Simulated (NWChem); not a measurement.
# Basis-set convergence for H$_{4}$AlP

```xyz
6

Al     0.2281     1.1809     0.0000
H      0.4199     1.9446    -1.3944
H      0.4199     1.9446     1.3944
P     -0.1094    -1.1352     0.0000
H     -1.0821    -1.1060    -1.0617
H     -1.0821    -1.1060     1.0617
```
Charge 0, spin multiplicity 1.

Program: NWChem. Structure: optimised with PBE/def2-SVP, a minimum by its harmonic frequencies. It is one conformer; others weren't searched.

Quantity: vertical ionisation energy at the level ΔHF (Δ: difference of total energies, the cation a doublet at the parent's geometry with its hole in an orbital of symmetry a' (Cs labels); it is the state that the SCF runs reached, from PBE0 orbitals for Hartree-Fock references, and need not be the lowest).

The structure started from a generated list of species. No SCF solution was tested for a lower state. Open-shell Hartree-Fock references start from PBE0 orbitals; any time given for them includes that run.

Relative cost: rough, from shared machines, SCF included, STO-3G = 1.

```json
[
 {"basis": "STO-3G", "functions": "22", "vertical ionisation energy (eV)": "5.27", "relative cost": "1"},
 {"basis": "3-21G", "functions": "34", "vertical ionisation energy (eV)": "___", "relative cost": "under 3"},
 {"basis": "def2-SVP", "functions": "56", "vertical ionisation energy (eV)": "___", "relative cost": "under 3"},
 {"basis": "def2-SVPD", "functions": "80", "vertical ionisation energy (eV)": "___", "relative cost": "under 3"},
 {"basis": "def2-TZVPD", "functions": "122", "vertical ionisation energy (eV)": "8.42", "relative cost": "7"},
 {"basis": "cc-pVTZ", "functions": "124", "vertical ionisation energy (eV)": "8.42", "relative cost": "10"},
 {"basis": "aug-cc-pVTZ", "functions": "192", "vertical ionisation energy (eV)": "8.42", "relative cost": "90"},
 {"basis": "cc-pVQZ", "functions": "238", "vertical ionisation energy (eV)": "8.42", "relative cost": "200"},
 {"basis": "def2-QZVP", "functions": "260", "vertical ionisation energy (eV)": "8.41", "relative cost": "200"}
]
```

Task: Fill in the missing entries.

Result: 
- 3-21G, vertical ionisation energy (eV): 8.55
- def2-SVP, vertical ionisation energy (eV): 8.50
- def2-SVPD, vertical ionisation energy (eV): 8.47
